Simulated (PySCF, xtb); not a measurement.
CH3ClF2Si, SMILES [Si](C)(F)(Cl)F.

GFN2-xTB run with xtb 6.7.1 at its own geometry gives an orbital gap of 7.51 eV and a dipole moment of 2.57 D.

The structure is a stationary point at B3LYP-D3(BJ)/def2-SVP.

Question: What does PySCF with PBE/def2-TZVP give? (The exact figures need the calculation; the answer reports its results.)

Answer: gap 7.99 eV (levels -8.22 and -0.23 eV), dipole 2.33 D.
